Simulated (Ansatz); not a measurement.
`O[CH](F)[SnH3]` → `[CH]F` + `[OH][SnH3]` at 500 K and 1 bar (formal loss of a carbene).

Calculated with Ansatz (gas phase, PBE0-D4/def2-TZVP geometries, no zero-point term in ΔE). CCSD(T)/CBS adds triple-zeta CCSD(T) − MP2 to the extrapolated MP2 energy (def2 sets, frozen cores). This one scheme is used for every species. Elements past krypton have def2 core potentials. For Sn outer-core shells are correlated without core-valence functions, which leaves a few kJ/mol of doubt a bond. One conformer a species, not always the lowest.

```csv
species,CCSD(T)/CBS energy (Eh),H − E (kJ/mol),S (J/(mol·K))
`O[CH](F)[SnH3]`,-430.00478,185.4,399.3
`[CH]F`,-138.29972,50.0,241.9
`[OH][SnH3]`,-291.59405,117.0,327.9
```

H − E and S are ideal-gas, rigid-rotor, harmonic terms from PBE0-D4/def2-TZVP, for one conformer and one mirror image of each species. 1 Eh = 2625.50 kJ/mol, R = 8.31446 J/(mol·K).

Problem. By hand: ΔE, ΔH, ΔS and ΔG.

Solution. ΔE = (-138.29972) + (-291.59405) − (-430.00478) = 0.11101 Eh = 291.5 kJ/mol. Δ(H − E) = 50.0 + 117.0 − 185.4 = -18.4, so ΔH = 273.1 kJ/mol. ΔS = 241.9 + 327.9 − 399.3 = 170.5 J/(mol·K). ΔG = 273.1 − 500 × (170.5)/1000 = 187.9 kJ/mol.

Problem. By hand: the equilibrium constant, and the temperature at which ΔG would vanish if ΔH and ΔS stayed fixed.

Solution. log₁₀ K = −ΔG/(RT ln 10) = -19.6. ΔG = 0 at ΔH/ΔS = 1602 K.

The number of gas molecules changes by +1, which sets the sign of ΔS. A doubt of 5 kJ/mol in ΔE shifts log₁₀ K by 0.5 here. Other conformers and mirror images would add mixing entropy, several J/(mol·K) or more a flexible species. These are equilibria of isolated gas molecules and say nothing of rates. Largest T1 diagnostic: 0.018 (customary marks: 0.02 for closed shells, 0.045 for open ones).
